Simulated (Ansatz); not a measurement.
A structure relaxed at PBE-D4/def2-TZVP in Ansatz, charge 1, doublet:

```xyz
3

Ca    0.7208   -1.4398    1.0346
Ca   -0.9493    1.6619    0.0018
S     0.2285   -0.2221   -1.0365
```

Task: Give its formula and point group.

Result: the cluster Ca₂S⁺. Point group C2v (tolerance 0.1 Å).

Task: Summarise the bond lengths by kind (pairs closer than 1.2 times the sum of covalent radii, bridged metal pairs left out).

Result: 2 × Ca–S 2.45 Å.

The structure comes from a short search, and lower isomers may exist.
